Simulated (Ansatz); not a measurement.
Mg₃Te₃. Total charge 0; singlet. Geometry PBE0-D4/def2-SVP; atoms count from 1.

```xyz
6

Mg    1.163    0.587    1.022
Mg   -1.763   -1.705   -0.353
Mg   -1.226    1.026   -0.800
Te    1.045   -2.140    0.466
Te    1.336   -0.314   -1.644
Te   -0.554    2.546    1.309
```

In the def2 sets Te takes a core potential; there is no spin–orbit coupling. The restricted singlet is unstable towards broken spin symmetry in Hartree–Fock (as tested in another run); at PBE0-D4/def2-TZVP this wasn't settled. Another isomer (singlet) lies 1.98 eV lower at PBE0-D4/def2-TZVP; other spin states weren't run for this one.

(1) Estimate the Mulliken populations from the PBE0/def2-TZVP orbitals of Ansatz.

(2) And the Mayer bond orders between heavy atoms (over 0.3)?

## Answers

(1) 
| atom | charge (e) |
| --- | --- |
| Mg1 | 0.57 |
| Mg2 | 0.31 |
| Mg3 | 0.35 |
| Te4 | -0.35 |
| Te5 | -0.29 |
| Te6 | -0.60 |
Mulliken values depend strongly on the basis.

(2) Mg1–Te4 0.57 (2.79 Å); Mg1–Te5 0.45 (2.82 Å); Mg1–Te6 1.06 (2.62 Å); Mg2–Mg3 0.67 (2.82 Å); Mg2–Te4 0.42 (2.96 Å); Mg3–Te5 0.47 (3.01 Å); Mg3–Te6 0.91 (2.68 Å); Te4–Te5 1.07 (2.81 Å).
